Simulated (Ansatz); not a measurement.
`C#[C][Ga]([Cl])[Cl]`. The species carries charge 0 and has multiplicity 1.

Cartesian coordinates in Å:
```
C 0.1356 -1.6288 -1.0448
C 0.0503 -0.6156 -0.3961
Ga -0.0809 0.9672 0.6201
Cl -1.8935 1.5429 1.5544
Cl 1.5776 2.2590 0.8854
H 0.2110 -2.5247 -1.6190
```

(1) What are the harmonic wavenumbers in cm⁻¹ at PBE0-D4/def2-TZVP (Ansatz, finite differences of forces, unscaled)? (Estimate.)

(2) Is this a minimum?

(3) Give the ideal-gas thermochemistry at 298.15 K and 1 bar (rigid rotor, harmonic oscillator; point group C2v, symmetry number 2).

(4) And at 400, 500, 600, 800 and 1000 K?

(5) Rotational constants (cm⁻¹)?

Answers

(1) The calculation gave: 83, 107, 128, 244, 287, 399, 458, 535, 727, 751, 2155, 3460.

(2) Yes, all 12 modes are real.

(3) Zero-point energy 55.8 kJ/mol; H(298) − E = 76.4 kJ/mol; entropy 354.7 J/(mol·K), of which translation 172.6, rotation 114.3, vibration 67.8; G(298) − E = -29.3 kJ/mol. Modes under 100 cm⁻¹ are hindered rotations or soft bends, so the harmonic entropy is rough.

(4) 
```
T (K)  H − E (kJ/mol)  S (J/mol/K)  G − E (kJ/mol)
  400            86.5        383.9           -67.0
  500            97.1        407.4          -106.6
  600           108.0        427.3          -148.4
  800           130.7        459.9          -237.2
 1000           154.2        486.1          -331.9
```

(5) 0.0731, 0.0645, 0.03427.
